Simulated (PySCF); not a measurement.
Isomers of C7H8O3, mass 140.047 u with the commonest isotopes. Method used: PBE0/pcSseg-1 in PySCF (dipole) on a GFN2-xTB geometry, gas phase. One conformer each, none proved a minimum here; rigid rotors.

Question: Order these by rotational constant B, largest first.
A. `[CH3:1][O:2]/[CH:3]=[CH:4]/[C:5]1=[CH:6][CH2:7][O:8][C:9]1=[O:10]` with C1–O2–C3–C4 0°, C3–C4–C5–C6 -1°
B. `[O:1]=[C:2]1[O:3][CH:4]=[CH:5][C@@H:6]1[C@@H:7]1[CH2:8][C@@H:9]1[OH:10]` with C5–C6–C7–C8 -179°, C8–C9–O10–H 66°
C. `[CH3:1][C@@H:2]([OH:3])[c:4]1[cH:5][cH:6][c:7](=[O:8])[o:9][cH:10]1` with C1–C2–O3–H -179°, C1–C2–C4–C5 -76°

Answer: B (988.3 MHz), C (775.5 MHz), A (692.0 MHz).

Question: Order these by out-of-plane moment Σ m c² = (Ia + Ib − Ic)/2, smallest first.
A. `[CH3:1][C@@H:2]([OH:3])[c:4]1[cH:5][cH:6][c:7](=[O:8])[o:9][cH:10]1` with C1–C2–O3–H -179°, C1–C2–C4–C5 -76°
B. `[CH3:1][O:2]/[CH:3]=[CH:4]/[C:5]1=[CH:6][CH2:7][O:8][C:9]1=[O:10]` with C1–O2–C3–C4 0°, C3–C4–C5–C6 -1°
C. `[O:1]=[C:2]1[O:3][CH:4]=[CH:5][C@@H:6]1[C@@H:7]1[CH2:8][C@@H:9]1[OH:10]` with C5–C6–C7–C8 -179°, C8–C9–O10–H 66°

Answer: B (3.20 u·Å²), C (42.32 u·Å²), A (46.08 u·Å²).

Question: Order these by radius of gyration √(Σ m r²/M), smallest first.
A. `[CH3:1][O:2]/[CH:3]=[CH:4]/[C:5]1=[CH:6][CH2:7][O:8][C:9]1=[O:10]` with C1–O2–C3–C4 0°, C3–C4–C5–C6 -1°
B. `[CH3:1][C@@H:2]([OH:3])[c:4]1[cH:5][cH:6][c:7](=[O:8])[o:9][cH:10]1` with C1–C2–O3–H -179°, C1–C2–C4–C5 -76°
C. `[O:1]=[C:2]1[O:3][CH:4]=[CH:5][C@@H:6]1[C@@H:7]1[CH2:8][C@@H:9]1[OH:10]` with C5–C6–C7–C8 -179°, C8–C9–O10–H 66°

Answer: C (2.177 Å), B (2.316 Å), A (2.514 Å).

```json
{"SMILES": "O=C1OC=C[C@@H]1[C@@H]1C[C@@H]1O", "point group": "C1", "Ia (u·Å²)": "194.95", "Ib (u·Å²)": "511.38", "Ic (u·Å²)": "621.69", "κ": "-0.80", "μa (D)": "2.23", "μb (D)": "2.39", "μc (D)": "0.93"}
{"SMILES": "CO/C=C/C1=CCOC1=O", "point group": "Cs", "Ia (u·Å²)": "157.93", "Ib (u·Å²)": "730.29", "Ic (u·Å²)": "881.82", "κ": "-0.91", "μa (D)": "1.82", "μb (D)": "3.60", "μc (D)": "0.03"}
{"SMILES": "C[C@@H](O)c1ccc(=O)oc1", "point group": "C1", "Ia (u·Å²)": "145.75", "Ib (u·Å²)": "651.68", "Ic (u·Å²)": "705.27", "κ": "-0.96", "μa (D)": "4.15", "μb (D)": "0.46", "μc (D)": "0.63"}
```
